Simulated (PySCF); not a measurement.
Species: C7H8N2Si.
Atom-mapped SMILES: `[CH:1]#[C:2][c:3]1[n:4][n:5][cH:6][c:7]([SiH3:8])[c:9]1[CH3:10]` (hydrogens: H11 on C1; H12 on C6; H13, H14, H15 on Si8; H16, H17, H18 on C10)

Theory: PySCF, PBE0-D3(BJ)/def2-SVP geometry optimisation, gas phase.

Question: List the bond lengths and angles at this level.

Answer: 
```json
{"bond": "C1≡C2", "length (Å)": "1.212"}
{"bond": "C2–C3", "length (Å)": "1.434"}
{"bond": "C3–N4", "length (Å)": "1.342"}
{"bond": "N4–N5", "length (Å)": "1.306"}
{"bond": "N5–C6", "length (Å)": "1.331"}
{"bond": "C6–C7", "length (Å)": "1.400"}
{"bond": "C7–Si8", "length (Å)": "1.886"}
{"bond": "C7–C9", "length (Å)": "1.400"}
{"bond": "C9–C10", "length (Å)": "1.495"}
{"bond": "C3–C9", "length (Å)": "1.414"}
{"bond": "C1–H11", "length (Å)": "1.075"}
{"bond": "C6–H12", "length (Å)": "1.095"}
{"bond": "Si8–H13, Si8–H14, Si8–H15", "length (Å)": "1.493"}
{"bond": "C10–H16, C10–H17, C10–H18", "length (Å)": "1.100"}
```

Bonds in one row agree within 0.01 Å and their mean is given. A selection of angles:
```json
{"angle": "C2–C1–H11", "degrees": "178.9"}
{"angle": "C1–C2–C3", "degrees": "179.4"}
{"angle": "C2–C3–N4", "degrees": "115.5"}
{"angle": "C2–C3–C9", "degrees": "121.1"}
{"angle": "N4–C3–C9", "degrees": "123.4"}
{"angle": "C3–N4–N5", "degrees": "120.2"}
{"angle": "N4–N5–C6", "degrees": "119.7"}
{"angle": "N5–C6–C7", "degrees": "124.3"}
{"angle": "N5–C6–H12", "degrees": "114.6"}
{"angle": "C7–C6–H12", "degrees": "121.1"}
{"angle": "C6–C7–Si8", "degrees": "120.6"}
{"angle": "C6–C7–C9", "degrees": "116.5"}
{"angle": "Si8–C7–C9", "degrees": "123.0"}
{"angle": "C7–Si8–H13", "degrees": "110.3"}
{"angle": "C7–Si8–H15", "degrees": "108.1"}
{"angle": "H13–Si8–H14", "degrees": "108.4"}
{"angle": "H13–Si8–H15", "degrees": "109.8"}
{"angle": "C7–C9–C10", "degrees": "122.1"}
{"angle": "C3–C9–C7", "degrees": "115.9"}
{"angle": "C3–C9–C10", "degrees": "122.0"}
{"angle": "C9–C10–H16", "degrees": "111.7"}
{"angle": "C9–C10–H18", "degrees": "110.3"}
{"angle": "H16–C10–H17", "degrees": "108.6"}
{"angle": "H16–C10–H18", "degrees": "107.9"}
```

The 10 heavy atoms lie in one plane (0.003 Å rms). The 6-membered ring C3–N4–N5–C6–C7–C9 has internal angles of 115.9° to 124.3° (sum 720°, against 720° for a flat polygon); it is planar, 0.00 Å rms from its mean plane, widest ring torsion 0°. Si8 (SiH3 silicon) is tetrahedral (angles from 108.1° to 110.3°). Of the pairs four or more bonds apart, C2···H16 is among the closest relative to their van der Waals radii: 2.49 Å, 86 % of the sum of Bondi's values. N5 (pyridine-type nitrogen) is bent (angle 119.7°). The C–C distances run from 1.212 Å (C1≡C2, drawn triple) to 1.495 Å (C9–C10, drawn single), a spread of 0.283 Å. N4 (pyridine-type nitrogen) is bent (angle 120.2°).

Point group: near Cs, missed by 0.40 Å at most; the miss may be what the optimiser left on a soft mode. PBE0-D3(BJ)/def2-SVP frequencies: not computed here.
